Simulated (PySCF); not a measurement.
# How the method changes the constants of KSi

State: ⁴Σ⁻ (quartet), unpaired electrons σ ↑, π ↑↑. Set-up: K def2-TZVPP, Si def2-TZVPP; no relativity (PySCF 2.14). De refers to K + Si in their high-spin ground configurations, without counterpoise correction. The functionals are run spin-unrestricted. A positive dipole means K(−)Si(+).

| Level | Re (Å) | ωe (cm⁻¹) | De (eV) | μ (D) | CPU s a point (SCF and correlation, without the integrals) |
| --- | --- | --- | --- | --- | --- |
| UHF | 3.142 | 199 | 1.09 | -11.08 | 0.62 |
| UHF-MP2 | 3.067 | 211 | 1.53 | n/a | 1 |
| UHF-SCS-MP2 | 3.078 | 209 | 1.38 | n/a | n/a |
| UHF-CCSD | 3.079 | 209 | 1.45 | n/a | n/a |
| UHF-CCSD(T) | 3.074 | 209 | 1.51 | n/a | 25 |
| LDA | 2.997 | 206 | 1.76 | -8.42 | 0.82 |
| PBE | 3.061 | 196 | 1.60 | -8.73 | 1.1 |
| revPBE | 3.093 | 190 | 1.54 | -8.99 | 0.72 |
| r²SCAN | 3.069 | 203 | 1.74 | -9.88 | 1.6 |
| TPSSh | 3.062 | 201 | 1.67 | -9.59 | 2 |
| PBE0 | 3.051 | 204 | 1.59 | -9.55 | 2.1 |
| B97-3 | 3.071 | 205 | 1.54 | -10.18 | 1.1 |
| ωB97X-V | 3.047 | 211 | 1.48 | -10.26 | 5.2 |

The bond length runs from 2.997 Å (LDA) to 3.142 Å (UHF). De spans 1.09 eV (UHF, mean field) to 1.76 eV (LDA, local density). Correlation at CCSD(T) changes the Hartree–Fock bond energy by +0.42 eV; the triples alone change it by +0.06 eV.

Correlated steps freeze 10 core orbitals. The state is the lowest determinant that a PBE0 search found; another state may lie lower at other levels.

The whole job (state search and all levels along the bond) took about 7.8 min on 1 thread of Arm Neoverse V1 (shared host), peak memory 1.8 GiB.
